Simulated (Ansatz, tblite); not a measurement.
Forces on Sr₃⁺ at its r2SCAN/def2-TZVP geometry. Total charge 1; doublet.

In the def2 sets Sr takes a core potential; there is no spin–orbit coupling. The xTB rows come from tblite. At r2SCAN/def2-TZVP the charge 1 doublet is spin-contaminated (final ⟨S²⟩ up to 0.98, 0.75 for a pure state). The structure comes from a short search, and lower isomers may exist.

GFN1-xTB (tblite), largest force 0.24 eV/Å:

```xyz
3
positions Å, forces eV/Å
Sr    1.049    4.188   -0.128   -0.061   -0.234    0.003
Sr   -1.018   -4.193    0.191    0.055    0.235   -0.015
Sr   -0.031    0.005   -0.063    0.006   -0.001    0.013
```

GFN2-xTB (tblite), largest force 0.11 eV/Å:

```
Sr -0.024 -0.111 0.011
Sr 0.030 0.110 0.002
Sr -0.006 0.001 -0.013
```

r2SCAN/def2-TZVP (Ansatz), largest force 0.01 eV/Å:

```
Sr 0.003 0.014 0.000
Sr -0.003 -0.014 0.001
Sr 0.000 0.000 0.000
```
